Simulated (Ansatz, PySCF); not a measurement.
Potential energy surface of H3Ga, singlet: umbrella (inversion) coordinate, bond length relaxed. Scanned: angle between the Ga-H bonds and the threefold axis (90 = planar). Other coordinates (Ga-H bond length) were minimised at B3LYP/def2-TZVP.

- RKS-B3LYP/3-21G = restricted B3LYP/3-21G run with PySCF
- CCSD(T)/aug-cc-pVQZ = CCSD(T) on RHF/aug-cc-pVQZ, cores with 3d frozen (Ansatz, an electronic-structure program)

Energies relative to the lowest point of each profile, in kcal/mol:

```csv
a / °,RKS-B3LYP/3-21G
90,0.0
93.90,0.8
96.90,2.4
105.90,12.8
111.90,24.5
114.90,31.9
117.90,40.2
120.90,49.5
123.90,59.6
126.90,70.6
129.90,82.5
132,91.3
```

Q: What does CCSD(T)/aug-cc-pVQZ give at the same points?

A: 90: 0.0; 93.90: 0.7; 96.90: 2.2; 105.90: 11.7; 111.90: 22.3; 114.90: 28.9; 117.90: 36.4; 120.90: 44.8; 123.90: 54.1; 126.90: 64.4; 129.90: 75.8; 132: 84.4 (kcal/mol).
